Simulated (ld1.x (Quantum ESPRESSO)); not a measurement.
## Transferability test, PAW potential for holmium (Ho)

ld1.x (Quantum ESPRESSO) 7.5 input, shortened:

```
&input
   title='Ho', zed=67., rel=2, dft='PBESOL', iswitch=3,
   config='[Xe] 4f11 5d0 6s1.5 6p0', rel_dist='average'
 /
 &inputp
   pseudotype=3, lpaw=.true., tm=.true., lloc=-2, rcloc=3.10,
   nlcc=.true., new_core_ps=.true., rcore=0.55,
   which_augfun='BG', rmatch_augfun=0.70
 /
8
5S  1  0   2.00   0.00  1.65  2.20  0.0
6S  2  0   1.50   0.00  1.65  2.20  0.0
5P  2  1   6.00   0.00  2.15  2.60  0.0
6P  3  1   0.00   0.00  2.15  2.60  0.0
5D  3  2   0.00   0.00  3.25  3.50  0.0
5D  3  2   0.00   3.55  3.25  3.50  0.0
4F  4  3  11.00   0.00  0.90  1.00  0.0
4F  4  3   0.00   0.15  0.90  1.00  0.0
 &test
   configts(1)='4f11 5s2 5p6 5d0 6s1.5 6p0'
 /
```

Open shells are filled in proportion to 2j + 1 (rel_dist='average').

Energies are relative to the spin-unpolarised reference configuration 4f11 5s2 5p6 5d0 6s1.5 6p0; without spin polarisation the order of configurations can differ from experiment. Not all tests gave a result: test run stopped at test 6 of 7 (negative rho).

```tsv
valence configuration	charge	ΔE all-electron (eV)	error AE − PS (meV)
4f11 5s2 5p6 5d0 6s2 6p0	0	-2.520	-2.1
4f11 5s2 5p6 5d0 6s0 6p0	+2	15.505	-94
4f11 5s2 5p6 5d1 6s1 6p0	0	0.269	-109
4f11 5s2 5p6 5d0.5 6s1.5 6p0	0	-1.135	-24
```

(1) What are ΔE and the potential's error for 4f11 5s2 5p6 5d0 6s1 6p0?

Levels in the configuration 4f11 5s2 5p6 5d1 6s1 6p0:

| level | all-electron (eV) | pseudo (eV) |
| --- | --- | --- |
| 4f j=5/2 | -3.127 | -2.821 |
| 4f j=7/2 | -2.150 | -1.851 |
| 5s j=1/2 | -49.641 | -49.719 |
| 5p j=1/2 | -28.825 | -28.549 |
| 5p j=3/2 | -23.829 | -23.654 |
| 5d j=3/2 | -0.939 | -0.860 |
| 5d j=5/2 | -0.778 | -0.729 |
| 6s j=1/2 | -3.662 | -3.820 |

The ghost test of this file was not conclusive.

Answers

(1) ΔE = 3.806 eV all-electron; the error (AE − PS) is -5.0 meV.
